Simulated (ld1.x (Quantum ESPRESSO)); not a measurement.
sulfur (S) PAW: all-electron and pseudo phase curves

- Element: S (Z = 16)
- Generator: ld1.x (Quantum ESPRESSO) 7.5
- Type: PAW
- Functional: LDA (PZ)
- Relativity: scalar-relativistic
- Frozen core: [Ne]
- Valence charge: 6
- Reference configuration: 3s2 3p4
- Partial waves: 3s (bound): rcut 1.25, rcutus 1.50 bohr; 3s channel at -0.25 Ry: rcut 1.25, rcutus 1.50 bohr; 3p (bound): rcut 0.95, rcutus 1.10 bohr; 3p channel at 0.65 Ry: rcut 0.95, rcutus 1.10 bohr; 3d channel at 0.5 Ry: rcut 1.25, rcutus 1.40 bohr; 3d channel at 2.35 Ry: rcut 1.25, rcutus 1.40 bohr
- Local potential: all-electron potential smoothed inside 1.00 bohr (lloc = -1)
- Core correction: a·sin(br)/r model core, default radius (ld1.x builds one for every PAW set, though the input has nlcc=.false.)
- Augmentation charge: PSQ, inside the norm-conserving radii

The phase is arctan(r·u′/u) with u = r·R(r), unwrapped; energies in Ry, scanned from -3 to 5 Ry. A pole is an energy at which the radial function vanishes at the test radius. The pseudo phase is shifted by a multiple of π to meet the all-electron one at the reference energy, and phase errors are pseudo minus all-electron; the curves can meet again beyond the range given. Levels narrower than the energy grid can be missing from the lists of poles.

```json
{"channel": "s", "radius (bohr)": "1.64", "reference energy (Ry)": "-1.27", "poles, all-electron": "2.78", "poles, pseudo": "2.76", "unbroken range about the reference energy with phases within 0.05 rad": "the whole range", "phase error 1 Ry above the reference energy (rad)": "-0.000"}
{"channel": "p", "radius (bohr)": "1.64", "reference energy (Ry)": "-0.52", "poles, all-electron": "3.91", "poles, pseudo": "3.92", "unbroken range about the reference energy with phases within 0.05 rad": "the whole range", "phase error 1 Ry above the reference energy (rad)": "+0.000"}
{"channel": "d", "radius (bohr)": "1.64", "reference energy (Ry)": "0.50", "poles, all-electron": "4.60", "poles, pseudo": "4.60", "unbroken range about the reference energy with phases within 0.05 rad": "the whole range", "phase error 1 Ry above the reference energy (rad)": "+0.000"}
```

Note: ghost state, extra bound levels that the all-electron valence spectrum of the same l lacks: p at -88.6 eV. A true bound ghost makes a file unfit for plane-wave use.

Phases in the s channel:

```
E (Ry)  all-electron  pseudo
 -3.00         0.862   0.862
 -2.76         0.774   0.773
 -2.52         0.659   0.659
 -2.28         0.510   0.509
 -2.04         0.317   0.316
 -1.80         0.078   0.078
 -1.56        -0.190  -0.190
 -1.32        -0.453  -0.453
 -1.08        -0.681  -0.681
 -0.84        -0.863  -0.863
 -0.60        -1.003  -1.003
 -0.36        -1.111  -1.111
 -0.12        -1.195  -1.195
  0.12        -1.262  -1.262
  0.36        -1.315  -1.315
  0.60        -1.360  -1.360
  0.84        -1.397  -1.397
  1.08        -1.429  -1.429
  1.32        -1.456  -1.457
  1.56        -1.480  -1.481
  1.80        -1.502  -1.502
  2.04        -1.521  -1.522
  2.28        -1.539  -1.539
  2.52        -1.555  -1.556
  2.76        -1.570  -1.571
  3.00        -1.583  -1.585
  3.24        -1.597  -1.598
  3.48        -1.609  -1.611
  3.72        -1.621  -1.624
  3.96        -1.633  -1.636
  4.20        -1.644  -1.648
  4.44        -1.655  -1.661
  4.68        -1.666  -1.673
  4.92        -1.677  -1.686
```
